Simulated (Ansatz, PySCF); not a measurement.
Ga(Me)(Cl) (CH₃ClGa), SMILES [Cl][Ga][CH3], multiplicity 2. Atoms are numbered in the order given.

```xyz
6

Ga     0.5070     0.3817    -0.0339
C     -0.4188     1.4826    -1.4678
H     -1.3822     1.7845    -1.0560
H     -0.5699     0.8203    -2.3208
H      0.1742     2.3491    -1.7475
Cl    -0.6415    -1.4009     0.5861
```
Charge 0, spin multiplicity 2.

Geometry optimised at B3LYP-D3(BJ)/def2-TZVP. The multiplicity is an assumed one; other spin states were not compared. The isomer is the one that the SMILES or the coordinates give; other isomers of the formula were not compared.

Two levels are set side by side: PBE-D3(BJ)/def2-TZVP (Ansatz, a first-principles code) and B3LYP-D3(BJ)/def2-TZVP (Ansatz). Each level has its own optimised geometry; the coordinates shown are those of the second. Frequencies come from the Hessian of PySCF at each geometry. Differences are taken from unrounded values.

| quantity | B3LYP-D3(BJ) | PBE-D3(BJ) | PBE-D3(BJ) minus B3LYP-D3(BJ) |
|---|---|---|---|
| mean bond length (Å) | 1.502 | 1.505 | 0.003 |
| bond Ga1–C2 (Å) | 2.031 | 2.026 | -0.005 |
| bond Ga1–Cl6 (Å) | 2.209 | 2.206 | -0.003 |
| bond C2–H3 (Å) | 1.090 | 1.099 | 0.008 |
| bond C2–H4 (Å) | 1.090 | 1.099 | 0.008 |
| bond C2–H5 (Å) | 1.087 | 1.095 | 0.008 |
| highest harmonic wavenumber (cm⁻¹) | 3160 | 3107 | -53 |
| mean harmonic wavenumber (cm⁻¹) | 1310 | 1279 | -32 |
| zero-point energy (kcal/mol) | 22.48 | 21.94 | -0.54 |
